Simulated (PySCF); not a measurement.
SMILES F[C](F)([Ga]([C](F)(F)F)[CH3])F at its PBE0/def2-SVP optimised geometry (Å):

```
13

Ga     0.0154     0.1578     0.0000
C     -1.0488    -1.5592    -0.0766
F     -0.3057    -2.6347     0.2378
F     -1.5125    -1.7597    -1.3261
F     -2.1098    -1.5684     0.7437
C     -1.0499     1.8759     0.0000
F     -0.7360     2.6347     1.0679
F     -2.3782     1.7151     0.0134
F     -0.7550     2.6054    -1.0944
C      1.9624     0.1578     0.0000
H      2.3246    -0.2837    -0.9428
H      2.3440    -0.4722     0.8185
H      2.3782     1.1697     0.0988
```

Computed with PBE0/def2-TZVP (PySCF). Cells within 0.4 Å of a nucleus heavier than hydrogen are left out (blank, or x).

Map of the LUMO amplitude (bohr^(-3/2)) on the plane z = 0.0 Å; orbital energy -2.15 eV, overall sign arbitrary:

```
|222222222222222222222222222|
|222222222222222222222222222|
|222222222222222222222222222|
|222222222222222222222222222|
|222222222222222222222222222|
|222222222222222222222222222|
|222222222222222111111222222|
|222222222222111111111122222|
|222222xx22xx011111111122222|
|222222xx21x0011111101122222|
|222222222111111111001122222|
|222222222212222110011222222|
|2222222222222x2110x22222222|
|2222222222222x3210xx2222222|
|222222211122322210011222222|
|222222210012222211001122222|
|222223320011122211111112222|
|2222334411xx111111111112222|
|2222335532x2001111111122222|
|222223333221122222111222222|
|222222322225xx3222222222222|
|222222222235974222222222222|
|222222222223443222222222222|
|222222222223332222222222222|
|222222222222222222222222222|
|222222222222222222222222222|
|222222222222222222222222222|
```
Scale: ten equal steps from -0.007 (start of '0') to 0.025 (end of '9'), in the order '0123456789'; x runs from -5.00 to 5.00, y from -5.00 (bottom) to 5.00 (top).
